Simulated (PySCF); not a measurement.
Ge(Br)(Et)2(Vi), SMILES [CH2]([Ge]([Br])([CH]=C)[CH2]C)C, GFN2-xTB optimised geometry.

```
21

C      2.21    -0.23    -1.05
C      1.47     0.08     0.00
Ge    -0.51     0.08     0.00
Br    -1.06    -0.81     2.07
C     -1.32    -1.16    -1.37
C     -0.87    -2.61    -1.20
C     -1.28     1.94     0.00
C     -2.79     1.97     0.17
H      3.29    -0.23    -1.02
H      1.77    -0.51    -2.00
H      1.95     0.35     0.93
H     -1.05    -0.79    -2.35
H     -2.41    -1.10    -1.29
H      0.21    -2.69    -1.28
H     -1.17    -2.99    -0.22
H     -1.33    -3.24    -1.96
H     -1.00     2.41    -0.94
H     -0.80     2.50     0.80
H     -3.16     2.99     0.20
H     -3.29     1.45    -0.65
H     -3.08     1.48     1.11
```

Density from PBE0/def2-SVP (PySCF 2.14.0) at that geometry.

Minimum of the electron density along straight lines between bonded atoms, close to the bond critical point (lines longer than 1.1 times the sum of covalent radii, or with two minima, are not listed):

```csv
bond,length / Å,ρ at the minimum / e bohr⁻³,∇²ρ there / e bohr⁻⁵,position (fraction from the first atom)
C1–C2,1.321,[?],-0.93,0.50
C2–Ge3,1.981,0.124,0.04,0.53
Ge3–Br4,2.322,[?],[?],0.43
Ge3–C5,2.014,0.119,0.00,0.47
C5–C6,1.521,0.241,-0.54,0.51
Ge3–C7,2.018,0.119,0.00,0.47
C7–C8,1.521,0.242,-0.54,0.51
C1–H9,1.080,0.282,-1.08,0.63
C1–H10,1.079,0.283,-1.08,0.63
C2–H11,1.083,0.279,-1.05,0.63
C5–H12,1.090,0.273,-0.97,0.62
C5–H13,1.092,0.273,-0.98,0.63
C6–H14,1.089,0.276,-1.01,0.62
C6–H15,1.089,0.277,-1.02,0.63
C6–H16,1.089,0.275,-1.00,0.62
C7–H17,1.090,0.273,-0.98,0.62
C7–H18,1.092,0.273,-0.98,0.63
C8–H19,1.089,0.275,-1.00,0.62
C8–H20,1.089,0.276,-1.00,0.62
C8–H21,1.089,0.277,-1.02,0.63
```

Task: Fill in the missing entries.

Result: 
- C1–C2, ρ at the minimum / e bohr⁻³: 0.344
- Ge3–Br4, ρ at the minimum / e bohr⁻³: 0.086
- Ge3–Br4, ∇²ρ there / e bohr⁻⁵: 0.07
